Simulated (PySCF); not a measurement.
Molecule: H6B3N3, SMILES B1NBNBN1. Atoms near the plane z = 0.0 Å, at the GFN2-xTB optimised geometry (x, y, z in Å): B1 (-0.9, -1.3, 0.0), N2 (-1.5, 0.0, 0.0), B3 (-0.8, 1.2, 0.0), N4 (0.6, 1.2, 0.0), B5 (1.3, -0.1, 0.0), N6 (0.6, -1.3, 0.0), H7 (-1.5, -2.3, 0.0), H8 (-2.5, 0.0, 0.0), H9 (-1.4, 2.3, 0.0), H10 (1.2, 2.0, 0.0), H11 (2.5, -0.1, 0.0), H12 (1.0, -2.1, 0.0).

Method: PBE/def2-TZVP run with PySCF. Cells within 0.4 Å of a nucleus heavier than hydrogen are left out (blank, or x). The values are rescaled to run from 0 to 1.

```
|11111111111111111111111111111|
|11111111111111111111111111111|
|11111111111111111111111111111|
|11111111111111111111111111111|
|11111111111111111111111111111|
|11111111111111111111111111111|
|11111111111111111011111111111|
|11111111113311100000111111111|
|11111111128731002400111111111|
|11111111125741115920111111111|
|11111111112xx46xx510111111111|
|11111111012xx57xx310111111111|
|11111100115731227721111111111|
|1111100242x620014632321111111|
|111110099xx200001xx6882111111|
|1111100232x610003xx4651111111|
|11111100115621127721221111111|
|11111111012xx56xx410111111111|
|11111111113xx57xx210111111111|
|11111111136732227610111111111|
|11111111139521014800111111111|
|11111111113211000000111111111|
|11111111111111110001111111111|
|11111111111111111111111111111|
|11111111111111111111111111111|
|11111111111111111111111111111|
|11111111111111111111111111111|
|11111111111111111111111111111|
|11111111111111111111111111111|
```
Scale: ten equal steps from 0.000 (start of '0') to 1.00 (end of '9'), in the order '0123456789'; x runs from -5.00 to 5.00, y from -5.00 (bottom) to 5.00 (top).

Task: Which quantity is mapped?
A. deformation density (molecule minus spherical neutral atoms)
B. log10 of the electron density
C. an orbital amplitude
D. Laplacian of the electron density

Result: A, deformation density (molecule minus spherical neutral atoms). In full: deformation density (molecule minus spherical neutral atoms) (e/bohr³).
